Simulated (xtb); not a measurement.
xtb input (GFN1-xTB):

```bash
xtb mol.xyz --gfn 1 --sp --chrg 1 --uhf 0
```
mol.xyz:
```
14

N      1.81160927    -0.28985472     0.03908822
Ge     0.05294574     0.08203556     0.14480550
N     -0.92726695    -0.83176858     1.34751950
N     -0.47920627     1.74935198    -0.27856914
N     -0.56818756    -0.88036509    -1.55398106
H      2.40511154     0.32244981    -0.50391596
H      2.27288454    -0.56986048     0.89343761
H     -0.55559096    -1.69444523     1.72123234
H     -1.38060163    -0.29371977     2.07283470
H     -1.42863621     2.02412500    -0.06620642
H      0.16465642     2.50123050    -0.07556539
H     -1.45823741    -1.35142034    -1.39422269
H     -0.68947325    -0.21647935    -2.31827814
H      0.11698373    -1.57856327    -1.84149477
```

End of the output:

```
         :::::::::::::::::::::::::::::::::::::::::::::::::::::
         ::                     SUMMARY                     ::
         :::::::::::::::::::::::::::::::::::::::::::::::::::::
         :: total energy             -18.951170984651 Eh    ::
         :: gradient norm              0.025259455929 Eh/a0 ::
         :: HOMO-LUMO gap              6.255803127415 eV    ::
         ::.................................................::
         :: SCC energy               -19.136667674149 Eh    ::
         :: -> electrostatic           0.144345732191 Eh    ::
         :: repulsion energy           0.190331614645 Eh    ::
         :: dispersion energy         -0.004834925147 Eh    ::
         :: halogen bond corr.         0.000000000000 Eh    ::
         :: add. restraining           0.000000000000 Eh    ::
         :: total charge               1.000000000000 e     ::
         :::::::::::::::::::::::::::::::::::::::::::::::::::::

           -------------------------------------------------
          |                Property Printout                |
           -------------------------------------------------

    * Orbital Energies and Occupations

         #    Occupation            Energy/Eh            Energy/eV
      -------------------------------------------------------------
         1        2.0000           -0.9685431             -26.3554
       ...           ...                  ...                  ...
         4        2.0000           -0.8998947             -24.4874
         5        2.0000           -0.7826850             -21.2979
         6        2.0000           -0.7556840             -20.5632
         7        2.0000           -0.7556839             -20.5632
         8        2.0000           -0.7117789             -19.3685
         9        2.0000           -0.7117789             -19.3685
        10        2.0000           -0.7048628             -19.1803
        11        2.0000           -0.6660574             -18.1243
        12        2.0000           -0.6560597             -17.8523
        13        2.0000           -0.6560597             -17.8523
        14        2.0000           -0.5966920             -16.2368
        15        2.0000           -0.5829475             -15.8628
        16        2.0000           -0.5829475             -15.8628 (HOMO)
        17                         -0.3530509              -9.6070 (LUMO)
        18                         -0.3395769              -9.2404
        19                         -0.3395769              -9.2404
        20                         -0.3220496              -8.7634
        21                         -0.3140522              -8.5458
        22                         -0.3140522              -8.5458
        23                         -0.3088993              -8.4056
        24                         -0.2629262              -7.1546
        25                         -0.2629262              -7.1546
        26                         -0.2333320              -6.3493
        27                         -0.1858295              -5.0567
       ...                                ...                  ...
        43                          0.4758762              12.9493
      -------------------------------------------------------------
                  HL-Gap            0.2298965 Eh            6.2558 eV
             Fermi-level           -0.4679992 Eh          -12.7349 eV

  Mulliken/CM5 charges         n(s)   n(p)   n(d)
     1N    -0.47881 -0.91724   1.483  3.996  0.000
     2Ge    0.62382  0.81219   1.298  1.489  0.590
     3N    -0.47881 -0.91724   1.483  3.996  0.000
     4N    -0.47881 -0.91724   1.483  3.996  0.000
     5N    -0.38249 -0.95895   1.495  3.888  0.000
     6H     0.24066  0.43132   0.759  0.000  0.000
     7H     0.24116  0.43205   0.759  0.000  0.000
     8H     0.24066  0.43132   0.759  0.000  0.000
     9H     0.24116  0.43205   0.759  0.000  0.000
    10H     0.24066  0.43132   0.759  0.000  0.000
    11H     0.24116  0.43205   0.759  0.000  0.000
    12H     0.24988  0.43613   0.750  0.000  0.000
    13H     0.24988  0.43613   0.750  0.000  0.000
    14H     0.24988  0.43613   0.750  0.000  0.000

Wiberg/Mayer (AO) data.
largest (>0.10) Wiberg bond orders for each atom

 ---------------------------------------------------------------------------
     #   Z sym  total        # sym  WBO       # sym  WBO       # sym  WBO
 ---------------------------------------------------------------------------
     1   7 N    3.176 --     2 Ge   1.159     6 H    0.906     7 H    0.903
     2  32 Ge   4.153 --     4 N    1.159     3 N    1.159     1 N    1.159
                             5 N    0.484
     3   7 N    3.176 --     2 Ge   1.159     8 H    0.906     9 H    0.903
     4   7 N    3.176 --     2 Ge   1.159    10 H    0.906    11 H    0.903
     5   7 N    3.377 --    14 H    0.921    13 H    0.921    12 H    0.921
                             2 Ge   0.484
     6   1 H    0.942 --     1 N    0.906
     7   1 H    0.943 --     1 N    0.903
     8   1 H    0.942 --     3 N    0.906
     9   1 H    0.943 --     3 N    0.903
    10   1 H    0.942 --     4 N    0.906
    11   1 H    0.943 --     4 N    0.903
    12   1 H    0.945 --     5 N    0.921
    13   1 H    0.945 --     5 N    0.921
    14   1 H    0.945 --     5 N    0.921
 ---------------------------------------------------------------------------

Topologies differ in total number of bonds
Writing topology from bond orders to xtbtopo.mol

 dipole moment from electron density (au)
     X       Y       Z
  -0.1811  -0.2806  -0.4953  total (Debye):    1.518

           -------------------------------------------------
          | TOTAL ENERGY              -18.951170984651 Eh   |
          | GRADIENT NORM               0.025259455929 Eh/α |
          | HOMO-LUMO GAP               6.255803127415 eV   |
           -------------------------------------------------

------------------------------------------------------------------------
------------------------------------------------------------------------
 total:
 SCF:
Note: The following floating-point exceptions are signalling: IEEE_DENORMAL
normal termination of xtb
```

It need not be the lowest isomer of its formula.
